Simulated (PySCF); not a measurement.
Compound: C6H5F2NO.
Bonds: F1–C2, C2–F3, C2–O4, O4–C5, C5–C6 (aromatic), C6–C7 (aromatic), C7–C8 (aromatic), C8–C9 (aromatic), C9–N10 (aromatic), C5–N10 (aromatic). Hydrogens: H11 on C2; H12 on C6; H13 on C7; H14 on C8; H15 on C9.

Theory: PBE0-D3(BJ)/def2-SVP geometry optimisation, gas phase in PySCF.

Task: Give the optimised bond lengths and angles.

Result: 
```tsv
bond	length (bohr)
F1–C2, C2–F3	2.525
C2–O4	2.597
O4–C5	2.564
C5–C6	2.646
C6–C7	2.619
C7–C8	2.643
C8–C9	2.624
C9–N10	2.522
C5–N10	2.488
C2–H11	2.077
C6–H12	2.061
C7–H13	2.065
C8–H14	2.062
C9–H15	2.070
```

Bonds in one row agree within 0.02 bohr and their mean is given. A selection of angles:
```tsv
angle	degrees
F1–C2–F3	108.1
F1–C2–O4	109.5
F3–C2–O4	106.5
C2–O4–C5	118.9
O4–C5–C6	116.6
O4–C5–N10	119.3
C6–C5–N10	124.1
C5–C6–C7	117.3
C6–C7–C8	119.4
C7–C8–C9	117.9
C8–C9–N10	123.2
C5–N10–C9	118.1
```

Dihedral angles: F1–C2–O4–C5 88° (synclinal); C2–O4–C5–C6 -178° (antiperiplanar). The mirror-image conformer, all signs reversed, is as good.

Of the pairs four or more bonds apart, N10···H11 is among the closest relative to their van der Waals radii: 2.34 Å, 85 % of the sum of Bondi's values. The 6-membered ring C5–C6–C7–C8–C9–N10 has internal angles of 117.3° to 124.1°; it is planar, 0.00 Å rms from its mean plane, widest ring torsion 0°.

Point group: C1 (no symmetry element, even within 0.4 Å). No frequency check. One conformer, not necessarily the lowest.

The run took 8.3 min wall on one thread of an Arm Neoverse N1 (shared host). This is the geometry optimisation.
